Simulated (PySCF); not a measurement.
## `F[C@@H]1C[C@@H]2[C@H]1C[C@H]2Cl`, C6H8ClF

Geometry (Å), atoms numbered from 1 in this order:
```xyz
16

F    -2.683   -0.516    0.323
C    -1.367   -0.244    0.601
C    -0.954    1.195    0.257
C     0.102    0.651   -0.715
C    -0.387   -0.789   -0.451
C     0.991   -1.163    0.108
C     1.441    0.298   -0.049
Cl    2.857    0.521   -1.097
H    -1.196   -0.574    1.631
H    -1.757    1.725   -0.249
H    -0.585    1.798    1.084
H     0.160    1.095   -1.704
H    -0.827   -1.427   -1.211
H     1.539   -1.842   -0.540
H     1.006   -1.550    1.125
H     1.653    0.831    0.878
```

Theory: TDDFT B3LYP/def2-SVPD circular dichroism and optical rotation, one conformer, gas phase in PySCF. Geometry: GFN2-xTB.

States above about 8.0 eV (minus the energy of the highest occupied orbital) lie near or above the ionisation threshold and depend on the basis.

Question: Draw the ECD and absorption spectra from the lowest 12 states, each a Gaussian of half-width 0.2 eV at 1/e height.

Answer: 
```csv
E (eV),λ (nm),Δε (L mol⁻¹ cm⁻¹),ε (L mol⁻¹ cm⁻¹)
6.38,194,-0.01,0.93
6.48,191,-0.05,8.93
6.58,189,-0.29,52.3
6.68,186,-1.00,188
6.78,183,-2.11,413
6.88,180,-2.70,562
6.98,178,-2.08,475
7.08,175,-0.96,255
7.18,173,-0.26,119
7.28,170,-0.30,239
7.38,168,-1.28,897
7.48,166,-2.58,2360
7.58,164,-1.73,4280
7.68,161,+2.35,5960
7.78,159,+5.33,7180
7.88,157,+1.69,7580
7.98,155,-5.21,6480
```
Δε uses R in velocity form, ε uses f in length form. Only the states computed contribute, so the short-wavelength end is incomplete.

The sign of the CD band at 159 nm isn't settled: the length form gives the opposite one.
